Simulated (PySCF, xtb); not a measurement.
BH₃N, SMILES B=[NH2+], charge +1.

GFN2-xTB in xtb 6.7.1 at its own geometry gives an orbital gap of 5.18 eV.

Geometry optimised at PBE0-D3(BJ)/def2-TZVP. The isomer is the one that the SMILES or the coordinates give; other isomers of the formula were not compared.

Q: What does PBE/def2-TZVPD in PySCF give? (The exact figures need the calculation; the answer reports its results.)

A: gap 5.61 eV (levels -15.57 and -9.96 eV).
